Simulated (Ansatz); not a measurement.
## Molecular dynamics of H₈N₄Si

The input (input.yaml):

```yaml
crystal:
  periodic: [false, false, false]
  atoms:
    - { symbol: Si, position_ang: [0.000451, -0.000239, 0.000343] }
    - { symbol: "N", position_ang: [0.07802, -0.246023, 1.734256] }
    - { symbol: H, position_ang: [-0.694244, -0.633142, 2.251259] }
    - { symbol: H, position_ang: [0.793124, 0.179882, 2.30054] }
    - { symbol: "N", position_ang: [1.690635, 0.17025, -0.431779] }
    - { symbol: H, position_ang: [2.418968, -0.312219, 0.068727] }
    - { symbol: H, position_ang: [1.977404, 0.575059, -1.307943] }
    - { symbol: "N", position_ang: [-0.729927, 1.388823, -0.780515] }
    - { symbol: H, position_ang: [-1.72155, 1.446947, -0.94377] }
    - { symbol: H, position_ang: [-0.231745, 2.255698, -0.897578] }
    - { symbol: "N", position_ang: [-1.036791, -1.313834, -0.520659] }
    - { symbol: H, position_ang: [-1.047296, -2.202613, -0.04809] }
    - { symbol: H, position_ang: [-1.491249, -1.30859, -1.418893] }
basis:
  gaussian: { orbitals: "6-31G" }
hamiltonian:
  xc: pbe0
  dispersion: d4
md:
  timestep: 0.5
  n_steps: 300
  ensemble: nve
  temperature: 300.0
  initial_velocities: maxwell_boltzmann
  seed: 259102
  masses: [{ species: H, mass: 2.014 }]
```

Run as:

```bash
$ ansatz run input.yaml --threads 1 --pin off --max-ram 2048MiB --backend cpu --events-out ev --progress --plain --runs-dir out
```

It starts from a relaxed structure.

Output, in part (step lines, the closing report, with atoms numbered from 0):

```
md step     0: t =     0.00 fs  T =   300.0 K  F+E_penalty+E_count = -13957.79892349 eV  E_kin = 0.426558 eV  conserved = -13957.37236549 eV  (22 SCF iters)
md step     1: t =     0.50 fs  T =   296.6 K  F+E_penalty+E_count = -13957.79406846 eV  E_kin = 0.421772 eV  conserved = -13957.37229648 eV  (23 SCF iters)
md step     2: t =     1.00 fs  T =   287.5 K  F+E_penalty+E_count = -13957.78092790 eV  E_kin = 0.408814 eV  conserved = -13957.37211419 eV  (23 SCF iters)
md step     3: t =     1.50 fs  T =   274.6 K  F+E_penalty+E_count = -13957.76236925 eV  E_kin = 0.390503 eV  conserved = -13957.37186627 eV  (23 SCF iters)
md step     4: t =     2.00 fs  T =   260.7 K  F+E_penalty+E_count = -13957.74229603 eV  E_kin = 0.370680 eV  conserved = -13957.37161575 eV  (24 SCF iters)
md step     5: t =     2.50 fs  T =   248.4 K  F+E_penalty+E_count = -13957.72465516 eV  E_kin = 0.353229 eV  conserved = -13957.37142590 eV  (24 SCF iters)
md step     6: t =     3.00 fs  T =   239.9 K  F+E_penalty+E_count = -13957.71244424 eV  E_kin = 0.341102 eV  conserved = -13957.37134265 eV  (24 SCF iters)
md step     7: t =     3.50 fs  T =   236.0 K  F+E_penalty+E_count = -13957.70698380 eV  E_kin = 0.335601 eV  conserved = -13957.37138326 eV  (22 SCF iters)
[... lines left out ...]
md step   297: t =   148.50 fs  T =   105.0 K  F+E_penalty+E_count = -13957.52115803 eV  E_kin = 0.149280 eV  conserved = -13957.37187814 eV  (24 SCF iters)
md step   298: t =   149.00 fs  T =   109.4 K  F+E_penalty+E_count = -13957.52753967 eV  E_kin = 0.155537 eV  conserved = -13957.37200311 eV  (24 SCF iters)
md step   299: t =   149.50 fs  T =   111.3 K  F+E_penalty+E_count = -13957.53026172 eV  E_kin = 0.158198 eV  conserved = -13957.37206358 eV  (24 SCF iters)
md step   300: t =   150.00 fs  T =   110.0 K  F+E_penalty+E_count = -13957.52841925 eV  E_kin = 0.156380 eV  conserved = -13957.37203906 eV  (24 SCF iters)
Total energy: -13957.52844543 eV, -512.9297096170 hartree
Atom 0 at    -0.008515    -0.020923    -0.051029 Å, force     0.557959     0.283675    -0.078703 eV/Å
Atom 1 at     0.027950    -0.150685     1.678804 Å, force    -0.502752    -0.545506     0.725573 eV/Å
Atom 2 at    -0.795413    -0.312590     2.251702 Å, force     0.351746    -0.036854    -0.271665 eV/Å
Atom 3 at     0.755746     0.344375     2.150419 Å, force     0.348554     0.110695     0.352859 eV/Å
Atom 4 at     1.723590     0.073826    -0.465255 Å, force    -1.297946     0.680039    -0.186136 eV/Å
Atom 5 at     2.413259    -0.481557    -0.018576 Å, force     0.358259    -0.486739     0.384933 eV/Å
Atom 6 at     2.077278     0.669227    -1.187215 Å, force     0.081410     0.101997    -0.292472 eV/Å
Atom 7 at    -0.786760     1.445693    -0.589670 Å, force     0.555481    -0.197963    -0.602189 eV/Å
Atom 8 at    -1.771176     1.597984    -0.544027 Å, force    -0.391187    -0.085428    -0.060352 eV/Å
Atom 9 at    -0.246611     2.245082    -0.839420 Å, force     0.154966     0.506921    -0.095961 eV/Å
Atom 10 at    -0.963729    -1.375858    -0.572420 Å, force    -0.190783    -0.397678     0.084770 eV/Å
Atom 11 at    -1.004993    -2.156364     0.064105 Å, force    -0.083566    -0.158369    -0.119398 eV/Å
Atom 12 at    -1.293484    -1.573294    -1.505186 Å, force     0.057860     0.225211     0.158743 eV/Å
Dipole moment:     0.011893     0.108790    -0.017758 e Å
```

The steps, from the saved trajectory:

```
time (fs)  T (K)  potential energy less start (eV)  conserved less start (meV/atom)
        0    300                             0.000                             0.00
        5    243                             0.082                             0.03
       10    165                             0.192                             0.07
       15    132                             0.241                             0.08
       20    120                             0.256                             0.05
       25    119                             0.257                             0.03
       30     94                             0.293                             0.02
       35     78                             0.316                             0.04
       40    105                             0.277                             0.05
       45    133                             0.239                             0.06
       50    153                             0.210                             0.06
       55    157                             0.204                             0.05
       60    157                             0.203                             0.03
       65    189                             0.158                             0.02
       70    204                             0.138                             0.04
       75    166                             0.191                             0.06
       80    134                             0.238                             0.08
       85    131                             0.242                             0.05
       90    162                             0.196                             0.02
       95    189                             0.158                             0.01
      100    158                             0.202                             0.04
      105    135                             0.236                             0.08
      110    161                             0.198                             0.07
      115    182                             0.168                             0.04
      120    190                             0.157                             0.02
      125    151                             0.213                             0.02
      130     89                             0.301                             0.05
      135     80                             0.313                             0.07
      140     90                             0.300                             0.07
      145    101                             0.284                             0.04
      150    110                             0.271                             0.03
```

The run went to its last step. The conserved energy stayed within 0.086 meV per atom of its start (net change 0.025 meV per atom), so the integration is sound. Over the second half the temperature averaged 0.47 of the 300 K drawn at the start: a run that starts near a minimum puts about half its kinetic energy into the potential. A run of 0.15 ps of so small a system gives no equilibrium averages. Limits of this set-up: no polarisation functions.

The same pairs are bonded in the first frame and the last. Pairs count as bonded within 1.25 times the sum of covalent radii (0.12 Å more for H–H).

Last frame:

```xyz
13
Properties=species:S:1:pos:R:3
Si -0.009 -0.021 -0.051
N 0.028 -0.151 1.679
H -0.795 -0.313 2.252
H 0.756 0.344 2.150
N 1.724 0.074 -0.465
H 2.413 -0.482 -0.019
H 2.077 0.669 -1.187
N -0.787 1.446 -0.590
H -1.771 1.598 -0.544
H -0.247 2.245 -0.839
N -0.964 -1.376 -0.572
H -1.005 -2.156 0.064
H -1.294 -1.573 -1.505
```

Run time: 19 min on 1 thread of Arm Neoverse V1 (shared host), peak memory 0.15 GiB.
